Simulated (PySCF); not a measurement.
**How methods differ on the excitation energy of Tc+**

Tc+ [Kr] 4d5 5s1 (7S) → Tc+ [Kr] 4d4 5s2 (5D), as a difference of total energies. Calculation: PySCF 2.14, in x2c-QZVPPall (13s8p7d4f2g, 118 functions); scalar relativity by spin-free X2C-1e. The calculations carry no spin-orbit coupling.

```json
{"method": "UHF", "excitation energy (cm⁻¹)": "51283"}
{"method": "M06-L", "excitation energy (cm⁻¹)": "44141"}
{"method": "wB97X", "excitation energy (cm⁻¹)": "39115"}
{"method": "wB97M-V", "excitation energy (cm⁻¹)": "43228"}
```
